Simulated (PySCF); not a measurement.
W(CtBu)F3, C5H9F3W (singlet state).
Bonds: W1–C2, W1–F16, W1–F17, W1–F18, C2–C3, C3–C4, C3–C5, C3–C6. Hydrogens: H7, H8, H9 on C4; H10, H11, H12 on C5; H13, H14, H15 on C6.

Method: PBE0-D3(BJ)/def2-SVP geometry optimisation, gas phase, def2 core potentials past Kr in PySCF 2.14.0; density fitting, grid level 1; the optimiser is geomeTRIC in internal coordinates, started from a GFN2-xTB structure with every atom displaced at random (about 0.03 Å).

Step 7: E = -15287.2224 eV
```
atom  x, y, z in Å  |  force x, y, z in eV/Å
W1      0.0462   -0.0490   -2.7531   -0.215   0.298   1.224
C2      0.0345   -0.0586   -1.0171    0.498  -0.457  -0.069
C3      0.0018   -0.0077    0.4659   -0.121   0.021  -0.037
C4      0.6099    1.3248    0.9328    0.220   0.008  -0.144
C5     -1.4601   -0.1103    0.9311    0.065  -0.010   0.064
C6      0.8072   -1.1928    1.0107    0.175   0.053   0.070
H7      1.6505    1.4310    0.5808   -0.088  -0.058   0.012
H8      0.6262    1.3756    2.0325   -0.081   0.004   0.022
H9      0.0428    2.1852    0.5437   -0.038  -0.068   0.050
H10    -1.5062   -0.0551    2.0335   -0.023   0.004  -0.102
H11    -1.9090   -1.0619    0.6122    0.006  -0.031   0.003
H12    -2.0661    0.7051    0.5119   -0.009   0.057   0.022
H13     1.8507   -1.1570    0.6610   -0.030   0.006  -0.018
H14     0.3716   -2.1500    0.6909   -0.023  -0.010  -0.003
H15     0.8238   -1.1645    2.1123   -0.049  -0.023   0.000
F16     1.8631    0.0414   -3.2155    0.054  -0.084  -0.056
F17    -0.9007    1.5426   -2.8965   -0.279   0.539  -0.807
F18    -0.9426   -1.5819   -3.1594   -0.063  -0.248  -0.230
```

Step 8: E = -15287.3135 eV
```
atom  x, y, z in Å  |  force x, y, z in eV/Å
W1      0.0277   -0.0345   -2.7460    0.141   0.078   0.701
C2      0.0244   -0.0524   -1.0103    0.050  -0.026  -0.040
C3      0.0014   -0.0080    0.4728   -0.114   0.000  -0.021
C4      0.6126    1.3221    0.9416    0.210   0.003  -0.139
C5     -1.4572   -0.1127    0.9471    0.068  -0.014   0.057
C6      0.8105   -1.1955    1.0072    0.170   0.058   0.068
H7      1.6505    1.4298    0.5833   -0.074  -0.053   0.007
H8      0.6358    1.3679    2.0414   -0.076   0.006   0.019
H9      0.0424    2.1837    0.5599   -0.036  -0.063   0.048
H10    -1.4962   -0.0625    2.0497   -0.022   0.005  -0.095
H11    -1.9080   -1.0631    0.6269    0.006  -0.027   0.001
H12    -2.0660    0.7045    0.5357   -0.006   0.057   0.019
H13     1.8515   -1.1579    0.6507   -0.023   0.006  -0.019
H14     0.3728   -2.1514    0.6860   -0.022  -0.011  -0.004
H15     0.8344   -1.1723    2.1088   -0.045  -0.024  -0.003
F16     1.8615    0.0482   -3.1386   -0.003  -0.100  -0.156
F17    -0.9039    1.5414   -3.0705   -0.189   0.352  -0.285
F18    -0.9504   -1.5702   -3.1679   -0.037  -0.246  -0.158
```

**Question.** Estimate the geometry and energy of step 9. (The exact step hangs on the optimiser's Hessian estimate; all steps are aligned on step 8, rigid shifts and turns removed.)

**Answer.** E = -15287.2970 eV, largest force 1.213 eV/Å
```
atom  x, y, z in Å  |  force x, y, z in eV/Å
W1      0.0424   -0.0096   -2.7255   -0.845  -0.458  -0.741
C2      0.0403   -0.0281   -0.9999    0.382   0.337   0.564
C3      0.0083   -0.0030    0.4822   -0.241  -0.157  -0.081
C4      0.6050    1.3151    0.9669    0.477   0.115   0.019
C5     -1.4571   -0.1091    0.9378   -0.002  -0.101  -0.214
C6      0.8166   -1.1948    1.0091    0.215   0.036   0.049
H7      1.6492    1.4250    0.6183   -0.160  -0.025   0.072
H8      0.6124    1.3478    2.0693   -0.042   0.023  -0.043
H9      0.0388    2.1769    0.5901   -0.088   0.034   0.003
H10    -1.5121   -0.0730    2.0335   -0.021   0.002   0.130
H11    -1.9051   -1.0566    0.5967    0.020   0.051   0.037
H12    -2.0611    0.7170    0.5291    0.057  -0.022   0.040
H13     1.8654   -1.1501    0.6637   -0.153   0.016   0.030
H14     0.3871   -2.1490    0.6705   -0.020   0.005   0.004
H15     0.8244   -1.1846    2.1116   -0.025  -0.036  -0.020
F16     1.8356    0.0214   -3.2787    0.048  -0.058   0.225
F17    -0.9000    1.5586   -3.1486    0.093  -0.108   0.099
F18    -0.9462   -1.5870   -3.0485    0.304   0.344  -0.171
```

The energy changes by +0.0166 eV. The first-order estimate −F·Δx gives -0.0569 eV and the mean of the old and new forces, exact on a quadratic surface, +0.0166 eV. The step makes an angle of 76° with the force vector and moves no atom by more than 0.145 Å. The energy falls at the start of this step and ends higher, so the step passed the lowest point of its straight line.

The cost below is that of the whole optimisation. Time: 11 min; peak memory 0.86 GiB. Hardware: Arm Neoverse V2, one thread, no GPU, shared host with 32 logical CPUs at a one-minute load of 27.
